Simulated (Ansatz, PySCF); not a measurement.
Dimer: H3NSe (SMILES N[SeH]) (first 5 atoms) with HF (SMILES F); geometry from B3LYP-D3(BJ)/def2-TZVP, rigid monomers moved along the line of their centres of mass till N1···H7 is 2.34 Å.
(charge 0, multiplicity 1):
```xyz
7

N     -1.0014     0.6000     0.7596
Se    -0.2006    -0.9469     0.0494
H     -0.8263     1.3977     0.1597
H     -2.0012     0.4682     0.8594
H     -0.9287    -0.9973    -1.2400
F      0.1600     1.3718     3.7356
H     -0.2370     1.2278     2.8774
```

Counterpoise-corrected where a basis set is named; no monomer relaxation. Rows marked so take none.

Rows in 3-21G, 6-31G* carry no dispersion term and start afresh at each structure (6-31G* with six Cartesian d functions); the Pople sets are all-electron and without relativity.

Programs: Ansatz (a quantum-chemistry and plane-wave program) with Gaussian orbitals; PySCF for 3-21G rows, 6-31G* rows. 

Question: One of these levels gives -259.7 meV for the interaction energy. Name it.
A. M06-2X/6-31G* (no counterpoise)
B. B3LYP/3-21G (no counterpoise)
C. HF/6-31G* (no counterpoise)
D. HF/aug-cc-pVTZ

Answer: D, HF/aug-cc-pVTZ. The others give -320.1 (HF/6-31G* (no counterpoise)), -474.3 (B3LYP/3-21G (no counterpoise)), -351.1 (M06-2X/6-31G* (no counterpoise))
